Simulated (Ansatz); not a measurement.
Harmonic frequencies (cm⁻¹) at PBE0-D4/def2-TZVP from Ansatz: 50, 84, 182, 204, 264, 334, 449, 509, 544, 594, 632, 682, 786, 940, 979, 1975, 2293, 2434.

Each molecule was computed in one conformer, which needn't be the lowest.

Task: Which molecule is it?
A. `CN1B[SiH2]1`
B. `[Cl][AlH][O]P[SeH]`
C. `N/C=N/[SiH3]`
D. `BrC1B[SiH2]1`

Result: B.
